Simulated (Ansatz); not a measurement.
pillar[5]arene methyl ether (C45H50O10), relaxed as a singlet with RKS PBE-D4/def2-SVP in Ansatz, starting from the GFN2-xTB geometry. Force threshold 0.03 eV/Å.

Single mean-field runs in def2-SVP are fitted with def2-universal-jkfit.

Start:

```xyz
105

C    -4.268    0.777    4.060
O    -3.843   -0.429    3.482
C    -2.510   -0.756    3.564
C    -1.542    0.062    4.133
C    -0.208   -0.311    4.173
C     0.174   -1.535    3.614
O     1.508   -1.838    3.659
C     1.912   -3.105    3.213
C    -0.797   -2.365    3.073
C    -2.133   -1.997    3.046
C    -3.147   -2.922    2.425
C    -3.130   -2.739    0.930
C    -3.884   -1.729    0.354
C    -3.864   -1.497   -1.014
O    -4.579   -0.502   -1.637
C    -5.379    0.334   -0.842
C    -3.082   -2.316   -1.833
C    -2.320   -3.319   -1.256
C    -2.323   -3.537    0.114
O    -1.575   -4.505    0.740
C    -0.743   -5.312   -0.049
C    -3.007   -2.088   -3.320
C    -1.818   -1.214   -3.624
C    -1.913    0.157   -3.439
C    -0.838    0.999   -3.681
O    -0.868    2.357   -3.509
C    -2.091    2.949   -3.161
C     0.364    0.455   -4.146
C     0.463   -0.917   -4.314
C    -0.606   -1.763   -4.047
O    -0.557   -3.131   -4.180
C     0.620   -3.708   -4.682
C     1.531    1.356   -4.434
C     2.183    1.828   -3.158
C     2.545    0.914   -2.181
C     3.121    1.319   -0.986
O     3.495    0.460    0.016
C     2.936   -0.827    0.036
C     3.347    2.680   -0.760
C     3.007    3.589   -1.746
C     2.418    3.186   -2.938
O     2.041    4.053   -3.932
C     1.937    5.416   -3.610
C     3.891    3.146    0.564
C     3.106    2.547    1.701
C     3.744    1.879    2.731
C     3.032    1.239    3.738
O     3.620    0.546    4.765
C     4.970    0.185    4.624
C     1.637    1.287    3.722
C     0.997    1.974    2.702
C     1.709    2.604    1.692
O     1.127    3.295    0.660
C    -0.214    3.027    0.349
C     0.828    0.587    4.785
H    -4.052    0.813    5.133
H    -5.347    0.812    3.913
H    -3.812    1.645    3.570
H    -1.815    1.012    4.568
H     2.988   -3.147    3.373
H     1.433   -3.907    3.786
H     1.698   -3.248    2.148
H    -0.542   -3.323    2.653
H    -4.136   -2.684    2.816
H    -2.896   -3.955    2.665
H    -4.484   -1.124    1.014
H    -4.781    0.882   -0.105
H    -5.840    1.043   -1.529
H    -6.164   -0.228   -0.324
H    -1.716   -3.921   -1.916
H    -1.317   -5.902   -0.771
H    -0.241   -5.985    0.646
H     0.008   -4.719   -0.583
H    -3.919   -1.596   -3.657
H    -2.892   -3.041   -3.835
H    -2.859    0.544   -3.097
H    -2.864    2.750   -3.912
H    -2.447    2.609   -2.182
H    -1.901    4.021   -3.121
H     1.401   -1.316   -4.670
H     0.423   -4.777   -4.744
H     0.864   -3.331   -5.681
H     1.472   -3.540   -4.014
H     1.187    2.232   -4.982
H     2.267    0.826   -5.044
H     2.351   -0.131   -2.368
H     3.115   -1.210    1.041
H     3.415   -1.488   -0.696
H     1.857   -0.802   -0.149
H     3.186    4.635   -1.553
H     2.920    5.886   -3.498
H     1.415    5.880   -4.446
H     1.358    5.566   -2.692
H     3.833    4.236    0.606
H     4.938    2.849    0.663
H     4.822    1.843    2.719
H     5.638    1.046    4.746
H     5.170   -0.533    5.419
H     5.159   -0.283    3.653
H    -0.082    1.995    2.702
H    -0.371    3.425   -0.654
H    -0.419    1.952    0.341
H    -0.899    3.523    1.047
H     0.343    1.329    5.424
H     1.511   -0.006    5.393
```

| step | energy (eV) | largest force component (eV/Å) | SCF passes |
| --- | --- | --- | --- |
| 1 | -67820.5088 | 0.730 | 21 |
| 2 | -67821.1097 | 0.265 | 20 |
| 3 | -67821.1568 | 0.165 | 21 |
| 4 | -67821.1744 | 0.107 | 20 |
| 5 | -67821.1786 | 0.022 | 21 |
| 6 | -67821.1833 | 0.061 | 21 |
| 7 | -67821.1869 | 0.094 | 20 |
| 8 | -67821.1890 | 0.088 | 21 |
| 9 | -67821.1911 | 0.050 | 21 |
| 10 | -67821.1918 | 0.038 | 21 |
| 11 | -67821.1923 | 0.024 | 20 |

Force components are those of the run's own axes.

End:

Cartesian coordinates in Å:
```
C -4.400 0.546 4.184
O -3.907 -0.638 3.599
C -2.557 -0.895 3.689
C -1.634 -0.019 4.292
C -0.262 -0.314 4.331
C 0.184 -1.524 3.750
O 1.533 -1.746 3.804
C 2.036 -2.937 3.243
C -0.738 -2.408 3.165
C -2.112 -2.114 3.130
C -3.083 -3.051 2.441
C -3.118 -2.809 0.945
C -3.892 -1.768 0.407
C -3.895 -1.494 -0.972
O -4.609 -0.465 -1.541
C -5.409 0.333 -0.696
C -3.134 -2.294 -1.854
C -2.349 -3.326 -1.315
C -2.320 -3.579 0.068
O -1.544 -4.557 0.647
C -0.758 -5.366 -0.200
C -3.105 -2.000 -3.341
C -1.903 -1.156 -3.714
C -1.929 0.240 -3.543
C -0.805 1.032 -3.829
O -0.761 2.391 -3.670
C -1.913 3.042 -3.187
C 0.382 0.433 -4.315
C 0.407 -0.960 -4.483
C -0.712 -1.758 -4.176
O -0.727 -3.130 -4.293
C 0.426 -3.768 -4.795
C 1.599 1.290 -4.572
C 2.241 1.765 -3.279
C 2.594 0.844 -2.281
C 3.160 1.256 -1.063
O 3.540 0.396 -0.068
C 3.047 -0.925 -0.097
C 3.343 2.633 -0.800
C 3.003 3.553 -1.804
C 2.466 3.139 -3.037
O 2.120 4.004 -4.044
C 2.256 5.386 -3.815
C 3.838 3.101 0.555
C 3.050 2.546 1.726
C 3.693 1.869 2.773
C 2.970 1.276 3.826
O 3.558 0.605 4.868
C 4.957 0.450 4.860
C 1.559 1.342 3.833
C 0.916 2.033 2.793
C 1.641 2.651 1.760
O 1.063 3.355 0.737
C -0.316 3.183 0.498
C 0.744 0.651 4.913
H -4.203 0.586 5.280
H -5.495 0.549 4.018
H -3.964 1.459 3.717
H -1.970 0.923 4.746
H 3.133 -2.911 3.384
H 1.628 -3.844 3.746
H 1.812 -3.014 2.154
H -0.409 -3.348 2.701
H -4.096 -2.899 2.861
H -2.782 -4.098 2.633
H -4.479 -1.161 1.109
H -4.804 0.862 0.077
H -5.901 1.084 -1.343
H -6.193 -0.263 -0.176
H -1.740 -3.915 -2.014
H -1.379 -5.935 -0.930
H -0.226 -6.084 0.452
H -0.009 -4.771 -0.772
H -4.032 -1.465 -3.623
H -3.069 -2.952 -3.903
H -2.856 0.685 -3.157
H -2.787 2.913 -3.868
H -2.206 2.680 -2.174
H -1.663 4.118 -3.126
H 1.334 -1.415 -4.860
H 0.200 -4.851 -4.828
H 0.683 -3.424 -5.823
H 1.314 -3.607 -4.141
H 1.322 2.178 -5.170
H 2.335 0.706 -5.164
H 2.399 -0.222 -2.469
H 3.336 -1.387 0.867
H 3.487 -1.525 -0.928
H 1.937 -0.952 -0.190
H 3.131 4.621 -1.582
H 3.313 5.679 -3.615
H 1.915 5.895 -4.737
H 1.632 5.735 -2.960
H 3.805 4.212 0.566
H 4.902 2.813 0.692
H 4.786 1.776 2.727
H 5.491 1.428 4.886
H 5.218 -0.122 5.771
H 5.313 -0.115 3.967
H -0.182 2.064 2.795
H -0.534 3.702 -0.455
H -0.587 2.108 0.392
H -0.947 3.630 1.303
H 0.208 1.410 5.522
H 1.440 0.117 5.587
```

By distances, no bond broke or formed. The bond that changes most is C9–H63, from 1.08 to 1.10 Å (atoms count from 1).

The force fell under the threshold at step 5, but the optimiser went on and released 0.014 eV more. No frequencies were taken in this run, so the end may be a saddle point.

It took 78 s on 11 threads of AMD EPYC 7R13 on a shared host and a whole NVIDIA H100 80GB HBM3, peak host memory 1.5 GiB.
